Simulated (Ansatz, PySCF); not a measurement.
The pair A = CHN (SMILES C#N) (first 3 atoms), B = C2H6O (SMILES COC); geometry from B3LYP-D3(BJ)/def2-TZVP.
(charge 0, multiplicity 1):
```xyz
12

C     -0.29344     0.18843    -0.30608
N     -0.36187     0.30994    -1.44480
H     -0.22674     0.07382     0.76550
C      0.09015    -1.38559     3.32826
O     -0.10383    -0.13460     2.69526
C     -0.05131     0.95795     3.59351
H     -0.68658    -1.57062     4.07898
H      1.07164    -1.43337     3.81378
H      0.03359    -2.15299     2.55817
H     -0.83393     0.87722     4.35648
H     -0.20965     1.86522     3.01307
H      0.92422     1.01301     4.09014
```

Rows in 6-31G* carry no dispersion term and start afresh at each structure (6-31G* with six Cartesian d functions). MP2/6-31G* freezes PySCF's default core.

Codes used: Ansatz (a quantum-chemistry and plane-wave program) with Gaussian orbitals; PySCF for 6-31G* rows. Values without a source in brackets are computed.

Total energies (hartree), monomers frozen at their geometry in the pair:

```tsv
structure	HF/aug-cc-pVDZ	B3LYP/6-31G*	MP2/6-31G*
AB	-246.9824399	-248.4579863	-247.6717760
A in the pair's basis	-92.8881154	-93.4227444	-93.1574756
B in the pair's basis	-154.0868537	-155.0265662	-154.5056161
A	-92.8878186	-93.4223220	-93.1569435
B	-154.0866141	-155.0247493	-154.5031635
```

Task: Work out the interaction energy without and with the counterpoise correction, and the superposition error, for each level.

Result: 
E(AB) − E(A) − E(B), times 627.509 kcal/mol, with the monomers in their own basis and then in the pair's basis:
- HF/aug-cc-pVDZ: -5.02 uncorrected, -4.69 corrected; the monomers gain 0.34 kcal/mol from borrowed functions
- B3LYP/6-31G*: -6.85 uncorrected, -5.44 corrected; the monomers gain 1.41 kcal/mol from borrowed functions
- MP2/6-31G*: -7.32 uncorrected, -5.45 corrected; the monomers gain 1.87 kcal/mol from borrowed functions
